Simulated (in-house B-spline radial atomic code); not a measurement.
A calculation on Cu VII (Cu6+): its settings, and results tabulated from the run. Level of theory: scalar-relativistic (X2C) r2SCAN0, spin-polarised, spherical fractional occupations, Fermi nucleus of rms radius 3.8823 fm; calculated with a radial B-spline atomic code at the basis-set limit.

Command:
```bash
python run_scf.py task.json out
```
Settings (nuclear radius in fm, mass in u):
```
Z                29
configuration    [Ar] 3d5
hamiltonian      x2c
method           r2scan0
spin_polarised   True
nucleus          fermi
rms_radius       3.8823
atomic_mass      62.9296
speed_of_light   137.035999084
```

Output (hartree, bohr):
```
 radial grid: 65 intervals, B-splines of order 8, outer radius 10.2985 bohr

 iter        energy (Eh)    residual
    1       -1643.479119    5.70e-02
    2       -1643.484640    1.90e-03
    3       -1643.484653    9.10e-04
    4       -1643.484656    4.81e-04
    5       -1643.484657    4.85e-05
    6       -1643.484657    1.64e-05
    7       -1643.484657    2.62e-06
    8       -1643.484657    6.15e-08

 total energy                     -1643.48466
 kinetic                            1672.2246
 electron-nucleus                  -3853.4595
 Hartree                             602.1793
 exact exchange                      -15.8406
 exchange-correlation                -48.5884

 orbital      occ     eigenvalue          <r>       <r^2>       <1/r>       r_max
 1s up      1.000      -332.3331    0.0517907  0.00362159     29.6355     0.03372
 1s down    1.000      -332.3334    0.0517902  0.00362145     29.6356     0.03372
 2s up      1.000       -44.9150     0.234685   0.0650767     6.41647      0.1965
 2s down    1.000       -44.6987     0.233882   0.0645934     6.43902      0.1962
 2p up      3.000       -39.3345     0.206591   0.0523796     6.20802      0.1584
 2p down    3.000       -39.1565     0.205647     0.05184     6.22938       0.158
 3s up      1.000        -9.2233     0.680258    0.530375     2.10319      0.6023
 3s down    1.000        -8.8121      0.68651    0.540393       2.075      0.6047
 3p up      3.000        -7.5200     0.697808    0.566722     1.96614      0.6038
 3p down    3.000        -7.0774     0.706943    0.582101     1.93365      0.6077
 3d up      5.000        -4.7751     0.719748    0.625892      1.7274      0.5533
```

Time taken, with all properties: 0.7 s on 1 thread of Intel(R) Xeon(R) Platinum 8375C CPU @ 2.90GHz, on a shared host.

One-electron X2C: radii and densities carry no picture-change correction, so inner-shell <1/r> comes out high (for 1s by about 2 % at Z = 33, 5 % at 54, 10 % at 75, 30 % at 118) and <r> low.
